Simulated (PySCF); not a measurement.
**Excitation energies in several basis sets**

CH₆B₂S.
Cartesian coordinates in Å at the PBE0-D3(BJ)/def2-SVP level; atoms count from 1:
```xyz
10
CH6B2S angstrom
B     -1.548   -0.492    0.188
B     -0.756   -0.024   -1.198
S      0.964    0.359   -1.322
C      1.633    0.133    0.355
H     -1.658   -1.658    0.502
H     -2.056    0.313    0.941
H     -1.329    0.088   -2.261
H      1.510   -0.907    0.686
H      2.704    0.370    0.322
H      1.141    0.813    1.065
```

TDDFT with PBE0 (PySCF), vertical singlets, core orbitals frozen in the response, spherical d and f functions. The structure is a single PBE0-D3(BJ)/def2-SVP conformer in the gas phase; no vibrational or solvent corrections.

```tsv
basis	functions	diffuse	S1 (eV)	S2 (eV)	S3 (eV)	S4 (eV)	S5 (eV)	LUMO (eV)	α (au)
6-31G*	72	no	4.68	4.74	5.56	6.07	6.17	-1.57	53.5
6-31+G*	88	yes	4.57	4.60	5.49	5.96	6.08	-1.85	59.5
def2-SVP	90	no	4.58	4.61	5.53	6.04	6.04	-1.77	54.7
def2-SVPD	135	yes	4.57	4.58	5.46	5.90	6.01	-1.90	64.8
aug-cc-pVDZ	150	yes	4.54	4.56	5.44	5.89	6.00	-1.89	65.6
def2-TZVP	166	no	4.55	4.57	5.43	5.87	6.02	-1.85	62.1
def2-TZVPD	211	yes	4.54	4.57	5.41	5.83	6.02	-1.88	65.7
```

Question: Compare the sets with the largest diffuse one.

Answer: States are compared by their number. Against the largest diffuse basis here (def2-TZVPD, itself not a converged limit), sets without diffuse functions differ by up to 0.14 eV in S1 and 0.15 eV in S5; the smaller diffuse sets differ by up to 0.03 and 0.06 eV. State by state, the largest deviation of a set without diffuse functions is S1 0.14, S2 0.18, S3 0.15, S4 0.24, S5 0.15 eV. The same number needn't mean the same state in each row. Against def2-TZVPD the polarisability deviates by -19% in 6-31G*, -9% in 6-31+G*, -17% in def2-SVP, -1% in def2-SVPD, 0% in aug-cc-pVDZ, -6% in def2-TZVP. A single + in a Pople set puts diffuse functions on heavy atoms only.
